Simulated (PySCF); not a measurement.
Computed spectra and the visible range. Vertical TDDFT excitations of isolated species (PySCF; the level stands beside each; core orbitals frozen in the response), one conformer each, no solvent. Relativistic effects are left out although some hold elements past zinc.

1. `O=S(=O)(Cl)C(F)F`
2. `NC(=O)C1SCCS1`
3. `C/C(=C\CF)C(F)=C=O`
4. `CC(C)(C)[AsH2]`
5. `CC(C)N[SiH2]N`
6. `CC[C@H](C)[AsH2]`
7. `O=C(Cl)C(=O)Cl`

For which of them does the calculation put a singlet between 380 and 750 nm?

3.

1. (B3LYP/def2-SVPD on a GFN2-xTB geometry) 219 nm (f 0.005); 198 nm (f 0.067); 192 nm (f 0.003); 191 nm (f 0.019); 169 nm (f 0.003).
2. (PBE0/def2-SVPD on a GFN2-xTB geometry) 265 nm (f 0.004); 248 nm (f 0.009); 238 nm (f 0.003); 235 nm (f 0.012); 212 nm (f 0.001).
3. (wB97X-D/def2-SVPD on a GFN2-xTB geometry) 517 nm (f 0.000); 224 nm (f 0.000); 215 nm (f 0.573); 204 nm (f 0.003); 176 nm (f 0.002). S1 lies in the visible range (380 to 750 nm), at 517 nm, dark in the vertical dipole picture (f under 0.0005); light of that wavelength is green, and its complementary colour is purple; a Tamm–Dancoff triplet lies at 614 nm, without intensity as long as spin–orbit coupling is left out.
4. (CAM-B3LYP/def2-SVPD on a PBE0-D3(BJ)/def2-SVP geometry) 200 nm (f 0.051); 185 nm (f 0.037); 182 nm (f 0.211); 162 nm (f 0.032); 156 nm (f 0.069).
5. (CAM-B3LYP/def2-SVPD on a PBE0-D3(BJ)/def2-SVP geometry) 199 nm (f 0.017); 191 nm (f 0.028); 185 nm (f 0.024); 171 nm (f 0.008); 167 nm (f 0.011).
6. (CAM-B3LYP/def2-SVPD on a PBE0-D3(BJ)/def2-SVP geometry) 198 nm (f 0.061); 184 nm (f 0.057); 179 nm (f 0.180); 161 nm (f 0.040); 156 nm (f 0.018).
7. (CAM-B3LYP/def2-SVPD on a PBE0-D3(BJ)/def2-SVP geometry) 341 nm (f 0.000); 242 nm (f 0.000); 241 nm (f 0.000); 215 nm (f 0.000); 212 nm (f 0.000). No computed singlet lies in the visible range (380 to 750 nm); the lowest, at 341 nm, stands 0.38 eV above its violet end (3.26 eV).
